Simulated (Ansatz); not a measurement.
`BOC(O)[SiH3]`. Charge 0, multiplicity 1.

```xyz
12

B    -2.007   -0.664    0.208
O    -1.080    0.291    0.030
C     0.225   -0.006   -0.471
O     0.464    0.711   -1.635
Si    1.519    0.538    0.826
H    -1.758   -1.804   -0.089
H    -3.061   -0.325    0.656
H     0.273   -1.091   -0.648
H    -0.094    0.368   -2.342
H     1.415    2.001    1.038
H     1.230   -0.190    2.088
H     2.873    0.173    0.339
```

(1) What are the harmonic wavenumbers in cm⁻¹ at PBE0-D4/def2-TZVP (Ansatz, finite differences of forces, unscaled)? (An estimate is asked.)

(2) Is this a minimum?

(3) Give the ideal-gas thermochemistry at 298.15 K and 1 bar (rigid rotor, harmonic oscillator; point group C1, symmetry number 1).

Results:

(1) Ansatz gave: 61, 127, 202, 254, 329, 360, 431, 524, 580, 638, 766, 900, 930, 940, 951, 1034, 1041, 1135, 1205, 1210, 1353, 1393, 1416, 2234, 2243, 2259, 2542, 2658, 2985, 3816.

(2) Yes, all 30 modes are real.

(3) Zero-point energy 218.4 kJ/mol; H(298) − E = 240.1 kJ/mol; entropy 347.8 J/(mol·K), of which translation 165.0, rotation 111.5, vibration 71.3; G(298) − E = 136.4 kJ/mol. Modes under 100 cm⁻¹ are hindered rotations or soft bends, so the harmonic entropy is rough.
